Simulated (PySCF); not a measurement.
Isomers C7H6F4:

A. `CC#C[C@](C)(F)C(F)=C(F)F`
B. `F[C@@H]1C=C(C(F)(F)F)[C@H]2C[C@@H]12`
C. SMILES C=C/C(=C/C(=C)F)C(F)(F)F

Spectrum 1. ¹H NMR (500 MHz, computed): δ 6.33 (m, 1H), 5.58 (m, 1H), 2.40 (m, 1H), 2.29 (m, 1H), 1.23 (m, 1H), 0.08 (m, 1H). ¹³C{¹H} NMR (computed): δ 154.9 (C), 139.1 (CH), 131.6 (C), 99.8 (CH), 29.8 (CH), 26.2 (CH), 25.9 (CH2).

Spectrum 2. ¹H NMR (500 MHz, computed): δ 2.12 (s, 3H), 1.86 (m, 3H). ¹³C{¹H} NMR (computed): δ 166.4 (C), 138.9 (C), 94.8 (C), 87.3 (C), 83.0 (C), 29.2 (CH3), 4.5 (CH3).

Spectrum 3. ¹H NMR (500 MHz, computed): δ 6.40 (m, 1H), 6.27 (m, 1H), 6.17 (m, 1H), 5.90 (m, 1H), 5.45 (m, 1H), 5.00 (m, 1H). ¹³C{¹H} NMR (computed): δ 171.4 (C), 140.9 (C), 139.4 (CH), 134.7 (CH), 132.1 (C), 131.0 (CH2), 109.2 (CH2).

Calculated, not measured (PySCF): NMR shieldings at PBE0/pcSseg-1/GIAO, geometry from GFN2-xTB. No solvent, one conformer, one averaged value for each set of equivalent atoms, no relativistic terms.

δ = σ(ref) − σ, references computed at the same level: TMS for ¹H, ¹³C. Splittings of carbon signals by F and P are missing where no couplings were computed. Where no couplings were computed, multiplicities follow the n + 1 count of equivalent neighbours, and m marks all less simple cases (inequivalent or close neighbours, rings, F or P nearby). Shifts are as computed. Against solution values, carbons near 30 ppm lie about +3 ppm off and those near 130 ppm about +5 ppm. Of 1211 compounds with measured shifts, 218 miss one by over three times the rms of a fit or turn the order of signals round; such compounds aren't used in these exercises.

Question: Match each spectrum to its structure.

Answer: 1–B, 2–A, 3–C.

- Spectrum 1 (B): 7 ¹³C signals; δC 154.9 is a fully substituted alkene carbon; δC 139.1 is an alkene CH.
- Spectrum 2 (A): 7 ¹³C signals; δC 138.9 is a fully substituted alkene carbon; δC 94.8 is an alkyne carbon.
- Spectrum 3 (C): 7 ¹³C signals; δC 140.9 is a fully substituted alkene carbon; δC 139.4 is an alkene CH.
